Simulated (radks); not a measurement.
Values are calculated unless marked as measured or tabulated.
The praseodymium ion Pr+ inside a hard spherical wall (all orbitals vanish at R), configuration held at [Xe] 4f3 6s1 and not refilled when levels cross. Code: a radial shooting solver on a logarithmic mesh with Libxc functionals. Model: scalar-relativistic Kohn-Sham, LDA (Slater exchange, Perdew-Wang correlation), spin-polarised, spherical densities, finite nucleus; open shells are filled with parallel spins first (spin-orbit coupling, left out, can overturn this in heavy ions); Fermi nuclear charge, rms radius 4.8919 fm. Eigenvalues in eV for spin up, with the zero of energy where the potential of the charges vanishes at infinity; a dash marks a level that is unbound or too diffuse for the functional's potential to be trusted. A positive occupied level is held by the wall or, in an anion where self-interaction has pushed it up, behind a barrier. The pressure on the wall is -dE/dV.

| R (bohr) | E (hartree) | kinetic (hartree) | e(5s) | e(5p) | e(6s) | e(4f) | e(5d, empty) | e(6p, empty) | pressure (GPa) |
|---|---|---|---|---|---|---|---|---|---|
| free | -9229.9791 | 9799.565 | -45.568 | -27.868 | -8.640 | -7.920 | -7.863 | -5.572 | 0 |
| 20 | -9229.9791 | 9799.565 | -45.568 | -27.868 | -8.640 | -7.920 | -7.863 | -5.572 | < 0.0001 |
| 15 | -9229.9791 | 9799.565 | -45.567 | -27.868 | -8.640 | -7.920 | -7.863 | -5.572 | < 0.0001 |
| 10 | -9229.9787 | 9799.571 | -45.539 | -27.840 | -8.612 | -7.891 | -7.839 | -5.465 | 0.0141 |
| 3.5 | -9228.8246 | 9804.761 | -38.126 | -20.371 | 17.520 | 0.911 | 3.591 | 30.354 | 342 |
| 3 | -9227.3524 | 9810.851 | -32.252 | -13.672 | 41.016 | 7.955 | 13.558 | 58.075 | 1190 |
| 2.5 | -9223.3600 | 9825.844 | -19.149 | 1.893 | 91.470 | 21.863 | 35.401 | 114.71 | 4860 |
| 2 | -9211.0412 | 9867.648 | 15.930 | 43.518 | 211.08 | 51.087 | 89.457 | 243.62 | 25100 |
